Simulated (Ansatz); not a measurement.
Worked example: ideal-gas entropy of MoCl4O (SMILES O=[Mo](Cl)(Cl)(Cl)Cl)

A singlet with charge 0, relaxed at PBE/def2-SVP (core potential) (Ansatz 0.2.0):

```xyz
6

O    -0.6561   -1.5746    0.7497
Mo   -0.0587   -0.1410    0.0670
Cl    2.0995   -0.7672    0.3895
Cl   -1.0659   -0.5504   -1.9260
Cl    0.7842    1.8829   -0.8955
Cl   -1.1030    1.1503    1.6152
```

Harmonic wavenumbers in cm⁻¹: 42, 42, 145, 145, 190, 244, 244, 314, 371, 411, 411, 966.

Masses in u: O 15.999, Mo 95.95, Cl 35.45. Take T = 298.15 K, p = 1 bar, R = 8.3145 J/(mol K), kT/hc = 207.22 cm⁻¹, rigid rotor and harmonic oscillator.

**Question.** Compute the standard molar entropy.

**Answer.** 
1. Translation (Sackur–Tetrode): S = R[3/2 ln M + 5/2 ln T − 1.1517] with M = 253.749 gives 177.9 J/(mol K).
2. Rotation: principal moments 505.356, 505.505, 547.080 u Å² give A, B, C = 0.0334, 0.0333, 0.0308 cm⁻¹; the symmetry number is σ = 3; q = (√π/σ)√((kT/hc)³/ABC) = 301114; S = R(ln q + 3/2) = 117.4.
3. Vibration: with u = ν̃/207.22, each mode gives R[u/(eᵘ − 1) − ln(1 − e⁻ᵘ)]; the sum is 108.5, most from 42 cm⁻¹ (21.6), 42 cm⁻¹ (21.6), 145 cm⁻¹ (11.5).
4. Electronic: R ln 1 = 0.0, from the spin multiplicity alone.
5. Sum: 177.9 + 117.4 + 108.5 + 0.0 = 403.8 J/(mol K).

No measured value is set beside it here.
